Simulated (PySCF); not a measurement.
C4H2FNOS.
Numbering: `[O:1]=[CH:2][c:3]1[s:4][n:5][cH:6][c:7]1[F:8]` (hydrogens: H9 on C2; H10 on C6)

The geometry is computed with GFN2-xTB (gas phase).

Problem. What internal coordinates does the optimisation give?

Solution. 
| bond | length (Å) | order |
| --- | --- | --- |
| O1=C2 | 1.203 | double |
| C2–C3 | 1.451 | single |
| C3–S4 | 1.728 | aromatic |
| S4–N5 | 1.616 | aromatic |
| N5–C6 | 1.311 | aromatic |
| C6–C7 | 1.402 | aromatic |
| C7–F8 | 1.332 | single |
| C3–C7 | 1.386 | aromatic |
| C2–H9 | 1.107 | single |
| C6–H10 | 1.075 | single |

Orders are formal, as drawn. A selection of angles:
| angle | degrees |
| --- | --- |
| O1–C2–C3 | 125.0 |
| O1–C2–H9 | 122.1 |
| C3–C2–H9 | 112.8 |
| C2–C3–S4 | 124.3 |
| C2–C3–C7 | 128.4 |
| S4–C3–C7 | 107.3 |
| C3–S4–N5 | 94.2 |
| S4–N5–C6 | 112.7 |
| N5–C6–C7 | 114.2 |
| N5–C6–H10 | 120.0 |
| C7–C6–H10 | 125.8 |
| C6–C7–F8 | 124.4 |
| C3–C7–C6 | 111.6 |
| C3–C7–F8 | 123.9 |

Torsions: O1–C2–C3–S4 0° (synperiplanar).

The 8 heavy atoms lie in one plane (0.000 Å rms). Of the pairs four or more bonds apart, F8···H9 is among the closest relative to their van der Waals radii: 2.69 Å, 101 % of the sum of Bondi's values. The 3 C–C bonds span 1.386 Å (C3–C7, aromatic) to 1.451 Å (C2–C3, drawn single), a spread of 0.065 Å. The 5-membered ring C3–S4–N5–C6–C7 has internal angles of 94.2° to 114.2° (sum 540°, against 540° for a flat polygon); it is planar, 0.00 Å rms from its mean plane, widest ring torsion 0°. S4 (ring sulfur) is bent (angle 94.2°).

Point group: Cs (tolerance 0.08 Å). Not checked by GFN2-xTB frequencies. The numbers are those of one conformer.
